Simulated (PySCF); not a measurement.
C2H2BFO, SMILES C#CB(O)F. Atoms are numbered in the order given.

```xyz
7

B      0.0236     0.4892     0.0000
C      0.0308    -1.0498     0.0000
C      0.0013    -2.2657     0.0000
H     -0.0124    -3.3406     0.0000
F      1.1707     1.1582     0.0000
O     -1.1154     1.2123     0.0000
H     -1.9111     0.6660     0.0000
```
Charge 0, spin multiplicity 1.

Coordinates come from a B3LYP-D3(BJ)/def2-SVP optimisation. Other conformers were not sampled.

These are PySCF with PBE/def2-TZVP values and carry that method's errors.

Atomic charges (e):

```csv
atom,IAO,Mulliken,Löwdin
B1,0.57,0.32,-0.91
C2,-0.19,-0.06,-0.01
C3,-0.17,-0.23,-0.04
H4,0.21,0.17,0.13
F5,-0.29,-0.20,0.36
O6,-0.51,-0.33,0.25
H7,0.39,0.33,0.22
```

**Question.** Give the Mayer and Wiberg (Löwdin basis) orders of the bonds. (An estimate is asked for; the answer gives what the named calculation found.)

**Answer.** 
```
bond   Mayer  Wiberg
-----  -----  ------
B1–C2   1.09    1.21
C2–C3   2.76    2.88
C3–H4   0.98    0.91
B1–F5   1.23    2.08
B1–O6   1.41    2.04
O6–H7   0.87    0.93
```
